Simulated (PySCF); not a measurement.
# Ag (silver, neutral): PBE calculation

Configuration: [Kr] 4d9 5s1 6s1, high-spin 4D determinant (an excited configuration). Computed with PySCF 2.14 in aug-cc-pwCVTZ-PP with ECP28MDF, with scalar relativity through the core potential.

```json
{
  "Total energy": "-146.5669 hartree",
  "One-electron energy": "-254.9925 hartree",
  "Hartree (Coulomb) energy": "122.2137 hartree",
  "Exchange-correlation energy": "-13.7880 hartree",
  "⟨S²⟩": "3.7507",
  "⟨L²⟩": "6.012",
  "Sum of ⟨r⟩": "30.85 bohr",
  "Sum of ⟨r²⟩": "107.9 bohr²",
  "Traceless quadrupole moment −½Σ⟨3z² − r²⟩ along its main axis": "0.110 e·bohr²"
}
```

| shell | electrons | mean orbital energy (eV) | spread (eV) | rms radius, mean of both spins (bohr) |
| --- | --- | --- | --- | --- |
| 4s α | 1 | -106.98 | 0 | 0.973 |
| 4s β | 1 | -106.04 | 0 | 0.973 |
| 4p α | 3 | -69.441 | 1.573 | 1.07 |
| 4p β | 3 | -68.483 | 0.610 | 1.07 |
| 4d α | 5 | -15.735 | 1.754 | 1.48 |
| 4d β | 4 | -14.695 | 0.946 | 1.48 |
| 5s α | 1 | -9.668 | 0 | 2.89 |
| 6s α | 1 | -1.671 | 0 | 8.43 |

Energies and moments cover only the electrons outside the core potential. The outer electron is Rydberg-like, and this basis confines it to a smaller radius and binds it less than a complete one would.
